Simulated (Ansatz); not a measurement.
C2H6AlNO can be A, `O[CH]1C[NH][AlH]1`, or B, `C[O][Al]1[CH2][NH]1`.

Isolated molecules relaxed with PBE0-D4/def2-TZVP in Ansatz; ΔE leaves out vibrations. CCSD(T)/CBS adds triple-zeta CCSD(T) − MP2 to the extrapolated MP2 energy (def2 sets, frozen cores). DFT in def2-TZVPP. B3LYP here is the variant with VWN-RPA as its local correlation; programs differ in this. Each species was taken in one conformer, which may not be the lowest.

Task: Which is lower in electronic energy at CCSD(T)/CBS, and by how much? (An estimate is asked.)

Result: Ansatz gave: B, by 10.8 kcal/mol.

Task: Give E(B) − E(A) in kcal/mol with PBE0-D4, B2PLYP, B3LYP-D4, PBE-D4, ωB97M-V, HF/def2-TZVPP, r2SCAN-D4. (Estimate.)

Result: Ansatz gave: PBE0-D4 -8.3, B2PLYP -12.8, B3LYP-D4 -11.6, PBE-D4 -8.1, ωB97M-V -9.9, HF/def2-TZVPP -13.6, r2SCAN-D4 -11.4. None reverses the order clearly.

Largest T1 diagnostic: 0.013.

The D4 term adds +1.4 kcal/mol with B3LYP and +0.7 kcal/mol with PBE0; it sums over pairs of atoms, weighted by their polarisabilities, and B3LYP, whose exchange is more repulsive, gets the larger term. In def2-TZVPP, CCSD(T) changes the Hartree–Fock value by +3.0 kcal/mol (the triples alone add +0.5 kcal/mol) and MP2 by +1.8 kcal/mol.
